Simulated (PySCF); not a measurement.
Species: C4H9O4P.
Atom-mapped SMILES: `[CH3:1][O:2][P@@:3]1(=[O:4])[O:5][CH2:6][C@@H:7]([CH3:8])[O:9]1` (hydrogens: H10, H11, H12 on C1; H13, H14 on C6; H15 on C7; H16, H17, H18 on C8)

The same species was optimised twice, with GFN2-xTB and with PBE0-D3(BJ)/def2-SVP (PySCF), and the same property calculations (PySCF, gas phase) were run on both structures.

```csv
coordinate,GFN2-xTB,PBE0-D3(BJ)/def2-SVP,change
P3–O9 (Å),1.600,1.621,+0.021
P3=O4 (Å),1.450,1.470,+0.020
C6–C7 (Å),1.554,1.536,-0.018
C7–O9 (Å),1.415,1.429,+0.014
O5–C6 (Å),1.408,1.419,+0.011
O2–P3 (Å),1.613,1.603,-0.010
C7–C8 (Å),1.521,1.514,-0.007
P3–O5 (Å),1.614,1.621,+0.007
C1–O2 (Å),1.416,1.421,+0.005
C6–C7–O9 (°),106.3,104.0,-2.3
O2–P3–O5 (°),104.5,102.2,-2.3
O2–P3–O9 (°),103.6,105.9,+2.3
O5–C6–C7 (°),107.9,105.7,-2.2
O4–P3–O9 (°),118.5,116.3,-2.2
C6–C7–C8 (°),111.7,113.8,+2.1
O4–P3–O5 (°),117.2,119.3,+2.1
C1–O2–P3 (°),119.4,121.4,+2.0
C1–O2–P3–O4 (°),-12,5,+17
```

Rotational constants: A = 2340, B = 1248, C = 1071 MHz (GFN2-xTB) against A = 2453, B = 1200, C = 1022 MHz (PBE0-D3(BJ)/def2-SVP). Some torsions differ by more than 30° (O2–P3–O5–C6 85° against 118°; P3–O5–C6–C7 9° against -28°), so the changes below aren't those of bond lengths and angles alone. Point groups within 0.08 Å: C1 and C1.

On the GFN2-xTB structure: HOMO (eV) -8.28 [PBE0/pcSseg-1]; LUMO (eV) 1.14 [PBE0/pcSseg-1]; dipole (D) 4.33 [PBE0/pcSseg-1]; GIAO shielding of C1 (ppm) 131.6 [PBE0/pcSseg-1]; GIAO shielding of O2 (ppm) 251.4 [PBE0/pcSseg-1]; GIAO shielding of P3 (ppm) 300.3 [PBE0/pcSseg-1]; GIAO shielding of O4 (ppm) 208.0 [PBE0/pcSseg-1]; GIAO shielding of O5 (ppm) 243.9 [PBE0/pcSseg-1]; GIAO shielding of C6 (ppm) 115.5 [PBE0/pcSseg-1]; GIAO shielding of C7 (ppm) 114.8 [PBE0/pcSseg-1]; GIAO shielding of C8 (ppm) 161.6 [PBE0/pcSseg-1].

Q: What do these properties become on the PBE0-D3(BJ)/def2-SVP structure?

A: 
| property | level | on GFN2-xTB | on PBE0-D3(BJ)/def2-SVP | change |
| --- | --- | --- | --- | --- |
| HOMO (eV) | PBE0/pcSseg-1 | -8.28 | -8.23 | +0.05 |
| LUMO (eV) | PBE0/pcSseg-1 | 1.14 | 1.13 | -0.01 |
| dipole (D) | PBE0/pcSseg-1 | 4.33 | 3.86 | -0.47 |
| energy, GFN2-xTB geometry as zero (kcal/mol) | PBE0/pcSseg-1 | 0.0 | -2.2 | -2.2 |
| GIAO shielding of C1 (ppm) | PBE0/pcSseg-1 | 131.6 | 129.3 | -2.3 |
| GIAO shielding of O2 (ppm) | PBE0/pcSseg-1 | 251.4 | 246.7 | -4.7 |
| GIAO shielding of P3 (ppm) | PBE0/pcSseg-1 | 300.3 | 295.0 | -5.3 |
| GIAO shielding of O4 (ppm) | PBE0/pcSseg-1 | 208.0 | 189.9 | -18.1 |
| GIAO shielding of O5 (ppm) | PBE0/pcSseg-1 | 243.9 | 246.3 | +2.4 |
| GIAO shielding of C6 (ppm) | PBE0/pcSseg-1 | 115.5 | 113.0 | -2.5 |
| GIAO shielding of C7 (ppm) | PBE0/pcSseg-1 | 114.8 | 110.0 | -4.8 |
| GIAO shielding of C8 (ppm) | PBE0/pcSseg-1 | 161.6 | 163.1 | +1.5 |

The heavy atoms differ by 0.216 Å rms after alignment. Among bonds between heavy atoms P3=O4 and P3–O9 change most and about equally (+0.020 to +0.021 Å). Changes are differences of the printed values. Neither structure is proved a minimum here.
